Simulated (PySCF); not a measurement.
**Electron correlation in Rh³³⁺ (rhodium, charge +33)**

Starting occupation: [Ne] 3s2. Calculation: PySCF 2.14, in an uncontracted even-tempered set (18 s from 2 bohr⁻², ratio 2.6; 13 p from 2.6 bohr⁻², ratio 2.6; 6 d from 2.7 bohr⁻², ratio 2.8; 4 f from 39 bohr⁻², ratio 2.8); X2C-1e with screened-nucleus spin-orbit coupling, Gaussian nucleus. Frozen: 1s2; 10 electrons correlated; the 48 highest virtual spinors left out.

MP2 pair energies summed by pair of shells (mhartree):

```tsv
pair	energy	share (%)
3s1/2-3s1/2	-101.35	22.4
2p1/2-2p3/2	-97.76	21.6
2p3/2-2p3/2	-93.60	20.7
2p3/2-2s1/2	-40.28	8.9
2p3/2-3s1/2	-38.49	8.5
2p1/2-2p1/2	-22.81	5.0
2p1/2-2s1/2	-20.51	4.5
2p1/2-3s1/2	-18.10	4.0
2s1/2-2s1/2	-10.76	2.4
2s1/2-3s1/2	-8.83	2.0
```

Total MP2 correlation energy: -452.49 mhartree.

The virtual space was cut to 56 spinors, which keep -398.23 of the -452.49 mhartree of MP2 correlation.

| level | correlation energy (mhartree) |
| --- | --- |
| CCSD | -428.62 |
| (T) | -1.01 |
| CCSD(T) | -429.63 |

Diagnostics: T1 = 0.00026, largest double amplitude 0.086.

Cost of the coupled-cluster step: of the order of 40 core-seconds, for 10 occupied and 56 virtual spinors.

Iterations:

```
Init t2, MP2 energy = -0.398230219426035
CCSD nocc = 10, nmo = 66
Init t2, MP2 energy = -0.398230219426035
Init E_corr(GCCSD) = -0.398230219426035
cycle = 1  E_corr(GCCSD) = -0.419908288146299  dE = -0.0216780687  norm(t1,t2) = 0.022975
cycle = 2  E_corr(GCCSD) = -0.425758168063052  dE = -0.00584987992  norm(t1,t2) = 0.00773317
cycle = 3  E_corr(GCCSD) = -0.428645411843892  dE = -0.00288724378  norm(t1,t2) = 0.00285907
cycle = 4  E_corr(GCCSD) = -0.428615562139578  dE = 2.98497043e-05  norm(t1,t2) = 0.000258982
cycle = 5  E_corr(GCCSD) = -0.428616356490642  dE = -7.94351064e-07  norm(t1,t2) = 2.16869e-05
cycle = 6  E_corr(GCCSD) = -0.428615850497398  dE = 5.05993244e-07  norm(t1,t2) = 3.74375e-07
cycle = 7  E_corr(GCCSD) = -0.428615868124781  dE = -1.76273834e-08  norm(t1,t2) = 3.21871e-08
cycle = 8  E_corr(GCCSD) = -0.428615885658108  dE = -1.75333267e-08  norm(t1,t2) = 1.63633e-08
cycle = 9  E_corr(GCCSD) = -0.428615885179567  dE = 4.78541207e-10  norm(t1,t2) = 7.19266e-09
GCCSD converged
E(GCCSD) = -3912.903302058579  E_corr = -0.4286158851795669
```

The coupled-cluster values are those of the cut space; adding the MP2 remainder, -54.26 mhartree, estimates the full space.

At this charge the one-electron X2C treatment keeps the bare 1/r₁₂, with no two-electron picture change or Breit term. The effect here is smaller than on the frozen 1s shell.
